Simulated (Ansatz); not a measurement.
Cyclo-(X2SnO)n: binding per atom (eV) at several levels, gas phase, relaxed structures; Ansatz. Core potentials for Sn in the def2 sets, no spin–orbit coupling. Binding counts from free atoms in the multiplicity of their measured ground term, without zero-point energy. A dash marks a value that wasn't run or was left out as unsound. The structures are stationary points that may keep the symmetry of their start. Correlated methods freeze inner cores and use unrestricted references for open shells.

```csv
species,state,geometry,PBE-D4/def2-SVP,PBE-D4/def2-TZVP,r2SCAN-D4/def2-TZVP,PBE0-D4/def2-SVP,PBE0-D4/def2-TZVP,MP2/def2-SVP
cyclo-(H2SnO)2 (Sn2O2H4),singlet,B3LYP-D4/def2-SVP,2.85,2.92,2.88,2.73,2.80,–
cyclo-(F2SnO)3 (Sn3O3F6),singlet,PBE-D4/def2-SVP,3.89,3.97,3.82,3.58,3.69,3.70
cyclo-(Cl2SnO)3 (Sn3Cl6O3),singlet,PBE-D4/def2-SVP,3.37,3.42,3.33,3.19,3.26,3.14
```

Problem. Estimate the rows for cyclo-(H2SnO)4 (Sn4O4H8) (singlet, r2SCAN-D4/def2-SVP geometry).

Solution. 
```tsv
species	state	geometry	PBE-D4/def2-SVP	PBE-D4/def2-TZVP	r2SCAN-D4/def2-TZVP	PBE0-D4/def2-SVP	PBE0-D4/def2-TZVP	MP2/def2-SVP
cyclo-(H2SnO)4 (Sn4O4H8)	singlet	r2SCAN-D4/def2-SVP	2.99	3.04	3.01	2.88	2.94	2.81
```
